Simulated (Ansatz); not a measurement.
The lowest doublet and quartet of NO (SMILES [N]=O); geometries from B3LYP-D3(BJ)/def2-TZVP, each state relaxed from the structure named, with no frequency check.
Doublet at the quartet's geometry (charge 0, multiplicity 2):
```json
[
 {"atom": "N", "x (Å)": "0.0000", "y (Å)": "0.0000", "z (Å)": "-0.7573"},
 {"atom": "O", "x (Å)": "0.0000", "y (Å)": "0.0000", "z (Å)": "0.6627"}
]
```

A positive gap puts the quartet lower; no zero-point energy. U- takes an unrestricted doublet. The quartet is unrestricted in single-reference levels. Active spaces average the two states.

Correlated levels freeze the cores.

Codes used: Ansatz (Gaussian basis) for Hartree–Fock, density functionals and correlated methods. Each number belongs to the level named beside it.

```csv
level,"gap E(doublet) − E(quartet), vertical, at the quartet's geometry (kJ/mol)"
U-SVWN5/def2-TZVPP,-309.2
U-PBE/def2-TZVPP,-280.1
U-PBE0/def2-TZVPP (spin-contaminated),…
U-wB97M-V/def2-TZVPP,…
"SC-NEVPT2 on SA-CASSCF(11,8)/cc-pVDZ",-274.8
"SC-NEVPT2 on SA-CASSCF(11,8)/cc-pVTZ",-275.3
"SC-NEVPT2 on SA-CASSCF(11,8)/cc-pVQZ",-276.5
"FIC-NEVPT4(SD) on SA-CASSCF(11,8)/cc-pVQZ",-277.7
"FIC-MRCISD+Q on SA-CASSCF(11,8)/cc-pVQZ",-278.2
```

Question: What belongs in the gaps?

Answer: 
- U-PBE0/def2-TZVPP (spin-contaminated), gap E(doublet) − E(quartet), vertical, at the quartet's geometry (kJ/mol): -206.8
- U-wB97M-V/def2-TZVPP, gap E(doublet) − E(quartet), vertical, at the quartet's geometry (kJ/mol): -228.1

Ansatz is an electronic-structure program.
